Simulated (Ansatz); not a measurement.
Stepwise reaction of `C=C[Si](O)(Cl)Cl` with hydrogen, as a gas-phase model of exchange steps in deposition or etching. ΔE in kJ/mol; ΔG adds harmonic PBE0-D4 terms to CCSD(T)/CBS, at 1 bar.

Gas-phase electronic energies from Ansatz, PBE0-D4/def2-TZVP geometries. CCSD(T)/CBS adds triple-zeta CCSD(T) − MP2 to the extrapolated MP2 energy (def2 sets, frozen cores). This one scheme is used for every species. Functionals use def2-TZVPP. B3LYP here is the variant with VWN-RPA as its local correlation; programs differ in this. One conformer a species, not always the lowest.

| step | reaction | PBE-D4 | B3LYP-D4 | ωB97M-V | CCSD(T)/CBS | ΔG(600 K) |
| --- | --- | --- | --- | --- | --- | --- |
| 1 | `C=C[Si](O)(Cl)Cl` + H₂ → `C=C[SiH](O)Cl` + HCl | 90.8 | 89.4 | 90.7 | 88.8 | 82.4 |
| 2 | `C=C[SiH](O)Cl` + H₂ → `C=C[SiH2]O` + HCl | 96.7 | 95.7 | 97.8 | 96.4 | 87.0 |

(1) By hand: ΔE of the 2 steps together at CCSD(T)/CBS.

## Answers

(1) (88.8) + (96.4) = 185.2 kJ/mol, or 92.6 kJ/mol a step.

In ΔE each step is higher than the one before. All are uphill at CCSD(T)/CBS. ΔG lies between 82.4 and 87.0 kJ/mol a step. PBE-D4 differs from CCSD(T)/CBS by 0.3 to 2.0 kJ/mol a step. Isolated molecules leave out the surface, adducts and barriers. Largest T1 diagnostic: 0.011.
